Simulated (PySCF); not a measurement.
# Zn₂S: from structure and modes to constants

Level of theory: PySCF, UPBE0, basis S def2-SVP, Zn def2-SVP (no relativity, density fitting).

The triplet minimum has C2v symmetry. Masses (u): S 31.97207, Zn 63.92915.

```xyz
3
charge 0 multiplicity 3, angstrom
S     0.0000    0.0000   -1.2511
Zn    1.5984    0.0000    0.3128
Zn   -1.5984    0.0000    0.3128
```

Harmonic wavenumbers (cm⁻¹): 61.9 (a1, ×1), 334.3 (b2, ×1), 340.2 (a1, ×1).

(1) Find the principal moments of inertia and the rotational constants. What kind of rotor is it?

(2) What is the harmonic zero-point energy?

(3) Give the standard entropy (298.15 K, 1 bar) by its translational, rotational, vibrational and spin parts, and Cp.

## Answers

(1) About the centre of mass I = 62.559, 326.67, 389.23 u Å². With B = 16.8576/I this gives 0.2695, 0.0516, 0.04331 cm⁻¹. The molecule is an asymmetric top with κ = -0.93.

(2) Half the sum of all 3 wavenumbers, 736/2 = 368 cm⁻¹, which is 4.4 kJ/mol (1 cm⁻¹ = 0.0119627 kJ/mol).

(3) Sackur–Tetrode with M = 159.83 u gives 172.1; rotation with symmetry number 2 gives 108.8; vibration 28.6; spin R ln 3 = 9.1. The total is 318.7 J/(mol K), and Cp = 4 R + 21.7 = 54.9 J/(mol K).

Other isomers or separated fragments may lie lower.
